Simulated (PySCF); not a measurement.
## Worked example: entropy of an ideal gas

CdHCl, SMILES [Cl][CdH].

The structure is a stationary point at B3LYP-D3(BJ)/def2-TZVPD. The def2 effective core potentials stand for the cores of Cd; spin–orbit coupling is left out.

B3LYP-D3(BJ)/def2-TZVPD (PySCF) gives the harmonic wavenumbers 353, 424, 424, 1874 cm⁻¹ and the rotational temperature 0.1634 K. The molar mass is 148.87 g/mol, the symmetry number 1, the spin multiplicity 1.

**Question.** Work out the entropy at 298.15 K and 1 atm in the rigid-rotor, harmonic-oscillator model.

**Answer.** 
Translation (Sackur–Tetrode at 1 atm): S = R[1.5 ln M + 2.5 ln T − 1.16487] = 171.1 J/(mol K).
Rotation: q = T/(σ θ) = 1820, S = R[ln q + 1] = 70.7 J/(mol K).
Vibration: with u = 1.4388 ν/T, each mode gives R[u/(e^u − 1) − ln(1 − e^−u)]:
| ν (cm⁻¹) | modes | u | S (J/(mol K)) |
|---|---|---|---|
| 353 | 1 | 1.70 | 4.82 |
| 424 | 2 | 2.05 | 7.35 |
| 1874 | 1 | 9.04 | 0.01 |
These are all the modes. Sum 12.2 J/(mol K).
Spin: R ln 1 = 0.0 J/(mol K).
Total 254.1 J/(mol K); the program's own thermochemistry gives 254.1. Translation makes up 67 % and vibration 5 %. Anharmonicity, hindered rotation and orbital degeneracy are left out.
